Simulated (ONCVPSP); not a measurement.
# Ag (Z = 47), ONCV: configuration errors across variants

```
Element                 : silver
Generator               : ONCVPSP 4.0.1
Type                    : optimised norm-conserving Vanderbilt (ONCV)
Functional              : PBE
Relativity              : fully relativistic
Frozen core             : [Ar] 3d10
Valence charge          : 19
Reference configuration : 4s2 4p6 4d10 5s1
Partial waves           : 4s+5s: rc 1.35 bohr, ncon 4, nbas 7, qcut 9.5 1/bohr, 2 projectors; 4p: rc 1.35 bohr, ncon 4, nbas 8, qcut 12.4 1/bohr, 2 projectors, debl 2.4 Ha; 4d: rc 1.30 bohr, ncon 4, nbas 8, qcut 8.8 1/bohr, 2 projectors, debl 0.4 Ha
Local potential         : polynomial inside 1.15 bohr (lpopt 5, dvloc0 3 Ha)
Core correction         : none
```

Open shells are filled in proportion to 2j + 1.

All-electron excitation energies from the reference (eV): (1) 4s2 4p6 4d10 5s0 7.759; (2) 4s2 4p6 4d9 5s0 29.875; (3) 4s2 4p6 4d8 5s0 66.065; (4) 4s2 4p6 4d10 5s0 5p1 3.863.

2 further variants failed, have other tests or another functional or relativity, and are left out.

A true bound ghost makes a file unfit for plane-wave use even where its test errors are small: the radial tests pick states by their node count and pass the ghost by.

Errors AE − PS in meV (a dash: test not solved or not reliable):

```tsv
change	(1)	(2)	(3)	(4)	bound ghosts	GHOST(+) flags above zero
base	+0.2	+1.6	+4.8	+0.1	none	s
d: nproj 3	+0.3	+3.9	+10	+0.1	d5/2, d3/2	s
d: rc 1.26	+0.2	+1.4	+4.3	+0.1	none	s
s: qcut 8.7	+0.2	+1.6	+4.7	+0.1	none	s
core correction Teter function fitted to the true core (icmod 2), fcfact 0.35	+0.2	+1.6	+5.4	0.0	none	s
all radii scaled by about 0.89 (s 1.20, p 1.20, d 1.16 bohr); local potential polynomial inside 1.02 bohr (lpopt 5, dvloc0 3 Ha)	+0.3	+1.2	+3.3	+0.1	none	s
d: qcut 9.7	+0.2	+1.1	+3.5	+0.1	none	s
s: ncon 5, nbas 8	+0.1	+1.4	+4.7	0.0	none	s
p: debl 4.05	+0.2	+1.6	+4.8	+0.2	none	s
local potential polynomial inside 1.15 bohr (lpopt 5, dvloc0 6 Ha)	+0.1	-1.6	-2.4	0.0	none	none
```

Give the same row for: s: rc 1.98.

-0.3, +1.4, +5.2, -0.3; bound ghosts: none; GHOST(+) flags above zero: none.
